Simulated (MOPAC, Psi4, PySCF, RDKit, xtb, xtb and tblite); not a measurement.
Two geometries of SMILES BC[SiH2]c1ccco1 (C5H9BOSi), relaxed at GFN2-xTB with one dihedral held; other torsions can differ between them too.

Structure A

```
17

B      3.4499     0.0230    -0.3409
C      1.9523    -0.3761    -0.5018
Si     1.0175     0.4529    -1.9393
C     -0.7532    -0.1662    -1.8968
C     -1.4243    -1.0990    -1.1505
C     -2.7620    -1.1035    -1.6027
C     -2.8161    -0.1726    -2.5948
O     -1.6169     0.3948    -2.7786
H      3.9657     0.0253     0.7106
H      4.1047     0.2124    -1.2924
H      1.9732    -1.4427    -0.7491
H      1.3852    -0.3018     0.4265
H      1.6134     0.0997    -3.2353
H      1.0059     1.9158    -1.7906
H     -1.0090    -1.7069    -0.3722
H     -3.5680    -1.7102    -1.2429
H     -3.6218     0.1616    -3.2189
```

Structure B

```
17

B      3.3825     0.0733    -0.4392
C      1.9539    -0.5079    -0.4799
Si     0.7624     0.9694    -0.2193
C     -0.9807     0.2774    -0.2560
C     -1.5190    -0.9726    -0.4174
C     -2.9217    -0.8289    -0.3454
C     -3.1439     0.4993    -0.1449
O     -1.9868     1.1712    -0.0898
H      3.9638     0.1468     0.5742
H      3.8817     0.4834    -1.4153
H      1.6842    -0.9605    -1.4331
H      1.7412    -1.2284     0.3084
H      0.8972     1.9704    -1.2869
H      0.9847     1.6249     1.0773
H     -0.9748    -1.8827    -0.5691
H     -3.6593    -1.6008    -0.4304
H     -4.0488     1.0637    -0.0302
```

Problem. Which is lower in energy at the level B3LYP-D3(BJ)/def2-SVP // GFN2-xTB (Psi4), and by how much?

Solution. B is lower, by 11.41 kJ/mol (dihedral H9–B1–C2–Si3: 150° in A, 90° in B).

E(B) − E(A) in kJ/mol at the other levels, on the same two geometries: GFN2-xTB (xtb and tblite) -12.41; B3LYP/def2-SVP // GFN2-xTB (Psi4) -10.72; PBE/def2-SVP // GFN2-xTB (Psi4) -12.39; PBE-D3(BJ)/def2-SVP // GFN2-xTB (Psi4) -12.77; UFF // GFN2-xTB (RDKit) 0.70; PM3, restricted, heats of formation // GFN2-xTB (MOPAC) -13.22; PM6, restricted, heats of formation // GFN2-xTB (MOPAC) -2.53; GFN1-xTB // GFN2-xTB (xtb) -15.32; restricted B3LYP/6-31G*, spherical d, density fitting // GFN2-xTB (PySCF) -11.92; restricted LDA (SVWN5)/6-31G*, spherical d, density fitting // GFN2-xTB (PySCF) -14.70; restricted BP86/6-31G*, spherical d, density fitting // GFN2-xTB (PySCF) -13.26; restricted B3LYP/3-21G, density fitting // GFN2-xTB (PySCF) -11.92.
